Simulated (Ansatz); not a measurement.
Calculated with Ansatz (gas phase, PBE0-D4/def2-TZVP geometries, no zero-point term in ΔE). CCSD(T)/CBS is the MP2 limit (def2-TZVPP, def2-QZVPP) plus CCSD(T) − MP2 in def2-TZVPP, frozen cores. Double bonds are as drawn, so ΔE can hold a change between cis and trans. Functionals use def2-TZVPP. B3LYP here is the variant with VWN-RPA as its local correlation; programs differ in this. Each species was taken in one conformer, which may not be the lowest.

Consider the formal exchange of groups at the Al–C bond: `CB(F)[CH2][AlH2]` + `O/C=C\Cl` → `[AlH2]/[CH]=C/Cl` + `CB(F)CO`.

| level | ΔE (kJ/mol) |
| --- | --- |
| B3LYP | 54.2 |
| r2SCANh | 63.8 |
| HF/def2-TZVPP | 43.0 |
| SCS-MP2/def2-TZVPP | 52.7 |

Task: What does CCSD(T)/CBS give? (An estimate is asked.)

Result: Computed: +56.5 kJ/mol. The listed levels differ from it by -2.3, 7.3, -13.5, -3.8 kJ/mol.

Task: What do rigid-rotor, harmonic-oscillator terms from PBE0-D4/def2-TZVP frequencies (298.15 K, 1 bar) make of the CCSD(T)/CBS value? (Best estimate.)

Result: The calculation gave: ΔZPE = -0.7 kJ/mol, ΔH = +56.5 kJ/mol, ΔS = -2 J/(mol·K), ΔG = +57.1 kJ/mol.

Largest T1 diagnostic among the species: 0.012.

Leaving LDA and LC-ωPBE aside and taking each functional with its dispersion term where it has one, the values, not all of them listed here, spread over 10.4 kJ/mol, from BHLYP-D4 to PBE-D4. LDA lies +12.8 kJ/mol from PBE without D4. In def2-TZVPP, CCSD(T) changes the Hartree–Fock value by +12.3 kJ/mol (the triples alone add +2.3 kJ/mol) and MP2 by +15.4 kJ/mol.

CCSD(T)/CBS has its own doubt, a few kJ/mol and more with outer-core shells, so smaller differences from it don't rank the levels.
